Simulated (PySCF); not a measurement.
## Continuum solvent and chemical shifts

Bonds (- single, = double, # triple, : aromatic): F1-C2 1.326 Å, C2-F3 1.330 Å, C2-Cl4 1.758 Å, C2-C5 1.555 Å, C5-F6 1.326 Å, C5-F7 1.329 Å, C5-Cl8 1.758 Å.

GIAO PBE0/pcSseg-1 in PySCF 2.14 on one PBE0-D3(BJ)/def2-SVP conformer, non-relativistic, equivalent nuclei averaged. Solvents enter as an IEF-PCM continuum (chloroform with ε = 4.7, dichloromethane with ε = 8.9) around the gas-phase geometry. Shifts are referred to CFCl3, TMS computed in the same medium.

Gas phase, δ in ppm: F1/F3/F6/F7 -82.9, C2/C5 130.3. Dipole moment 0.49 D.

(1) How does each δ change in the continuum?

(2) Which nuclei move most (in ppm), and what does the model miss?

## Answers

(1) 
```json
{"atoms": "F1/F3/F6/F7", "environment": "fluorine of a CF2 group", "Δδ, chloroform": "+1.4", "Δδ, dichloromethane": "+1.7"}
{"atoms": "C2/C5", "environment": "fully substituted sp3 carbon bonded to Cl and 2 F", "Δδ, chloroform": "+0.7", "Δδ, dichloromethane": "+0.9"}
```

Changes are relative to the gas phase. The dipole moment becomes 0.56 D in chloroform, 0.57 D in dichloromethane.

(2) F1/F3/F6/F7 (fluorine of a CF2 group, +1.7 ppm) in dichloromethane. A continuum only polarises the solute; specific hydrogen bonds, the anisotropy of aromatic solvents and changes of geometry or conformer are outside it.
